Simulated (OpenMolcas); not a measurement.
# Potential curves of As₂: spin-free states

Calculated with OpenMolcas 26.06: state-averaged CASSCF(6,6) over As 4p, As 4p, XMS-CASPT2 (IPEA 0.25, imaginary shift 0.2 hartree), scalar X2C, ANO-RCC-VTZP, then RASSI spin–orbit state interaction with atomic mean-field integrals. C2 symmetry about the axis (a holds Σ, Δ, Γ; b holds Π, Φ, H; Σ⁺ and Σ⁻ are not told apart); roots by multiplicity and irrep: 1a 5, 3a 6, 3b 4, 5a 1, 1b 2, 5b 2.

XMS-CASPT2 energies in eV from the lowest point. Curves are followed by energy order within each symmetry, so they are adiabatic and may change character at avoided crossings and where g and u states cross; Σ⁺ and Σ⁻ are counted together.

| R (Å) | (1)1Σ | (1)3Σ | (1)3Δ | (1)5Σ | (1)3Π | (1)1Δ | (1)1Π | (2)3Δ | (1)5Π |
| --- | --- | --- | --- | --- | --- | --- | --- | --- | --- |
| 1.790 | 2.443 | 6.420 | 7.067 | 10.507 | 6.243 | 7.893 | 7.188 | 11.509 | 9.745 |
| 1.894 | 0.962 | 4.383 | 5.051 | 7.845 | 4.672 | 5.922 | 5.588 | 8.845 | 7.587 |
| 1.987 | 0.284 | 3.224 | 3.908 | 6.178 | 3.866 | 4.820 | 4.738 | 7.163 | 6.300 |
| 2.081 | 0.005 | 2.508 | 3.219 | 5.016 | 3.439 | 4.161 | 4.274 | 6.000 | 5.461 |
| 2.185 | 0.000 | 2.080 | 2.816 | 4.151 | 3.276 | 3.813 | 4.059 | 5.119 | 4.880 |
| 2.289 | 0.205 | 1.910 | 2.671 | 3.607 | 3.310 | 3.722 | 4.049 | 4.572 | 4.568 |
| 2.435 | 0.671 | 1.941 | 2.754 | 3.211 | 3.554 | 3.873 | 4.248 | 4.174 | 4.402 |
| 2.622 | 1.368 | 2.216 | 3.108 | 3.080 | 3.999 | 4.326 | 4.657 | 4.057 | 4.453 |
| 2.913 | 2.328 | 2.773 | 3.803 | 3.256 | 4.642 | 5.194 | 5.361 | 4.264 | 4.695 |

Problem. With masses 74.922 and 74.922 u, fit the curves (1)1Σ, (1)3Σ, (1)3Π, (1)1Π near their minima.

Solution. At XMS-CASPT2, Te from the lowest curve (the fit fixes ωe to a per cent or two; the method's Re and ωe can be off by some per cent):

```
curve  Te (cm⁻¹)  Re (Å)  ωe (cm⁻¹)
(1)1Σ          0   2.132      417.5
(1)3Σ      15510   2.340      298.0
(1)3Π      26600   2.211      344.5
(1)1Π      32770   2.240      330.9
```

The 9 lowest clean curves are shown; the next is (2)3Π, from 5.25 eV. Left out for impure symmetry, kinks or missing points, though low: (2)1Σ, (2)3Σ, (3)1Σ. g and u states are not told apart. Only roots inside an energy window near the equilibrium distance were included, so the list of states is not complete; labels number the states computed. Each spin and symmetry block has orbitals of its own, averaged over its own roots, so gaps between blocks are less sure than gaps within one and near the minimum can be off by tenths of an eV, in bad cases by more. No Rydberg orbitals are active, so Rydberg states, and σ→σ* states whose orbital the CASSCF left unused, can be missing between those listed. CASPT2 splits the two components of degenerate states numerically, here by up to 214 cm⁻¹. Points that failed a check (symmetry, reference weights, a jump) are left out.
